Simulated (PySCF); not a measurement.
Ionisation energy of Bi⁷³⁺ by level of theory

Bi⁷³⁺ [Ne] → Bi⁷⁴⁺ [He] 2s2 2p5 [2p1/2^2 2p3/2^3, M_J = 3/2], as a difference of total energies. Calculation: PySCF 2.14, in an uncontracted even-tempered set (16 s from 62 bohr⁻², ratio 2.4; 13 p from 81 bohr⁻², ratio 2.4; 5 d from 280 bohr⁻², ratio 2.6; 4 f from 420 bohr⁻², ratio 2.6); the two-component X2C-1e Hamiltonian. Correlated levels: nothing frozen; the 22 highest virtual spinors dropped. "Screened" scales the spin-orbit matrix elements by Boettger's factors to mimic the two-electron term; Breit and QED terms are absent.

```tsv
method	ionisation energy (eV)
GHF (spin-free)	20809.5
GMP2 (spin-free)	20811.2
GHF (screened spin-orbit)	20150.8
GMP2 (screened spin-orbit)	20152.5
```

For this ion Breit and QED terms and the two-electron picture change, all absent here, outweigh the correlation shift from GHF to GMP2.

The spin-free rows lack the spin-orbit shift.

For comparison: 20130 ± 90 eV (theoretical estimate listed by NIST; NIST Atomic Spectra Database, ionization energies).
